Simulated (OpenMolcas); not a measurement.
C2H2Cl2Si (SMILES C#C[SiH](Cl)Cl): methods side by side

C2H2Cl2Si: 7 atoms, total charge 0, spin state singlet. SMILES: `C#C[SiH](Cl)Cl`. The coordinates come from a PBE0-D4/def2-TZVP relaxation.

Each level gives the vertical energy of the triplet above the singlet (eV). The values are calculated.

```
          level           kind     program  value (eV)
 SVWN5/def2-SVP            LDA  OpenMolcas        5.31
  BLYP/def2-SVP            GGA  OpenMolcas        5.17
   PBE/def2-SVP            GGA  OpenMolcas        5.11
 M06-L/def2-SVP       meta-GGA  OpenMolcas        5.11
  TPSS/def2-SVP       meta-GGA  OpenMolcas        5.03
r2SCAN/def2-SVP       meta-GGA  OpenMolcas        4.94
 BHLYP/def2-SVP  global hybrid  OpenMolcas        5.05
  PBE0/def2-SVP  global hybrid  OpenMolcas        5.11
```

The values span 4.94 to 5.31 eV.
